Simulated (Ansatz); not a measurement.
Two isomers of C3H6GeO: A = `CC#[C][GeH2][OH]`, B = `CO[C]1=[CH][GeH2]1`.

Computed with Ansatz on PBE0-D4/def2-TZVP structures; ΔE is electronic, products minus reactants. CBS: MP2 limit from def2 TZ/QZ plus the TZ coupled-cluster correction, frozen cores. DFT in def2-TZVPP. B3LYP here is the variant with VWN-RPA as its local correlation; programs differ in this. For Ge outer-core shells are correlated without core-valence functions, which leaves a few kJ/mol of doubt a bond. Scalar relativity is left out up to krypton. One conformer a species, not always the lowest.

Q: Which is lower in electronic energy at CCSD(T)/CBS, and by how much? (An estimate is asked.)

A: Ansatz gave: A, by 48.8 kcal/mol.

Q: Give E(B) − E(A) in kcal/mol with ωB97M-V, PBE0-D4, B2PLYP, PBE-D4, B3LYP-D4, CCSD(T)/def2-TZVPP, r2SCAN-D4. (Best estimate.)

A: The calculation gave: ωB97M-V 47.0, PBE0-D4 42.0, B2PLYP 50.0, PBE-D4 39.7, B3LYP-D4 46.9, CCSD(T)/def2-TZVPP 49.7, r2SCAN-D4 43.9. None reverses the order clearly.

Largest T1 diagnostic: 0.013.

The D4 term adds −0.9 kcal/mol with B3LYP and −0.5 kcal/mol with PBE0; it sums over pairs of atoms, weighted by their polarisabilities, and B3LYP, whose exchange is more repulsive, gets the larger term. In def2-TZVPP, CCSD(T) changes the Hartree–Fock value by −7.6 kcal/mol (the triples alone add −1.6 kcal/mol) and MP2 by −5.1 kcal/mol.
